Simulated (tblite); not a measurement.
C2H11AlO2Si.
Geometry (GFN2-xTB, Å), atoms numbered from 1 in this order:
```
atom  x, y, z in Å
C1    -0.9930    0.4195    1.6877
O2    -0.8098    0.2893    0.2889
Al3   -1.6254   -0.7448   -1.0531
C4     0.2273    1.0721   -0.2465
O5     1.4476    0.7410    0.2528
Si6    2.2880   -0.6575    0.0272
H7    -1.7738   -0.2905    1.9545
H8    -0.0682    0.1821    2.2179
H9    -1.3108    1.4364    1.9341
H10   -0.3962   -1.5255   -1.6607
H11   -2.5942   -1.4823   -0.0549
H12   -2.1803    0.4483   -1.9293
H13    0.1622    0.9053   -1.3331
H14    0.0407    2.1346   -0.0257
H15    3.4329   -0.2905    0.8480
H16    2.5985   -0.8271   -1.3888
H17    1.5474   -1.7985    0.5636
```

Computed with GFN2-xTB (tblite): harmonic, unscaled wavenumbers at the GFN2-xTB geometry, gas phase. Errors from tens to a few hundred cm⁻¹ against measured bands are possible. Modes of hydrogen on aluminium and silicon can be 10 to 20 % off. One conformer, not necessarily the lowest.

Harmonic wavenumbers (cm⁻¹): 76.3, 88.5, 134.8, 164.5, 174.0, 200.2, 210.2, 231.2, 300.2, 396.6, 482.9, 520.1, 561.5, 606.2, 661.1, 726.1, 750.6, 767.8, 777.3, 782.6, 790.0, 818.0, 911.6, 1036.7, 1094.3, 1134.5, 1158.5, 1166.4, 1268.7, 1346.6, 1385.2, 1445.3, 1451.8, 1468.0, 1620.0, 1640.4, 1652.9, 2261.5, 2289.9, 2333.5, 2862.3, 2884.9, 2965.0, 2983.8, 3024.3.

A = 3224, B = 1419, C = 1190 MHz; mass 122.034 u (most abundant isotopes); point group C1, symmetry number 1.

Problem. Zero-point energy?

Solution. Half the sum of the wavenumbers: 25803 cm⁻¹ = 308.68 kJ/mol.

Problem. Entropy at 200 K, 1 bar (ideal gas, RRHO, classical rotation)?

Solution. Translation 160.47, rotation 114.14, vibration 76.35: S = 351.0 J/(mol K).

Problem. And Cp and H(200 K) − H(0)?

Solution. Cp = 123.56 J/(mol K), of which vibrations give 90.30 (their classical limit is 45 R = 374.2); H(200 K) − H(0) = 15.55 kJ/mol without the zero-point energy, 8.90 from vibrations.

Problem. Which modes carry the vibrational entropy at 200 K?

Solution. 76.3 cm⁻¹: 13.41; 88.5 cm⁻¹: 12.21; 134.8 cm⁻¹: 8.89; 164.5 cm⁻¹: 7.38; 174.0 cm⁻¹: 6.97; 200.2 cm⁻¹: 5.96 J/(mol K); the other 39 give 21.53 together.

Problem. How do the functions run with temperature in this model?

Solution. 
```
 T (K)  S (J/(mol K))  Cp (J/(mol K))  H − H(0) (kJ/mol)  G − H(0) (kJ/mol)  ln q(vib)
   150          318.6           102.6               9.90             -37.89       2.50
   250          380.8           144.5              22.25             -72.94       5.17
298.15          407.9           164.0              29.69             -91.94       6.46
   400          461.5           201.5              48.35            -136.25       9.17
   600          554.5           257.5              94.61            -238.11      14.31
   900          669.9           310.3             180.50            -422.40      21.40
```

q(vib) and H(0) count from the zero-point level.

Problem. What must be added to the electronic energy to get the Gibbs energy at 200 K and 1 bar?

Solution. ZPE + [H(200 K) − H(0)] − T·S = 308.68 + 15.55 − 70.19 = 254.04 kJ/mol.

Hindered rotation and anharmonicity are outside this model. Other conformers, if any are populated, would add a mixing term that is left out. The structure is chiral; the term R ln 2 for an equal mix with its mirror image is left out.
